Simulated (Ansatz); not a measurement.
Cartesian coordinates (Å):
```xyz
6

C      1.1512    -0.0090     1.4940
C      0.4126     0.1303     0.5354
C     -0.4126     0.2859    -0.5354
C     -1.1512     0.4252    -1.4940
H      1.8003    -0.1314     2.3365
H     -1.8003     0.5476    -2.3365
```
Charge 0, multiplicity 1.

These are Ansatz (a first-principles code) with frozen-core CCSD(T)/cc-pVTZ // PBE-D3(BJ)/def2-TZVP values and carry that method's errors. The restricted HF reference is unstable towards unrestricted orbitals.

```
Item                            Value
----------------------  -------------
HF energy               -152.54787 Ha
MP2 correlation energy    -0.60424 Ha
```

**Question.** Estimate the CCSD correlation energy, the (T) correction, the total energy and the T1 diagnostic.

**Answer.** 
- CCSD correlation energy: -0.61191 Ha
- (T) correction: -0.03627 Ha
- CCSD(T) total energy: -153.19605 Ha
- T1 diagnostic: 0.014
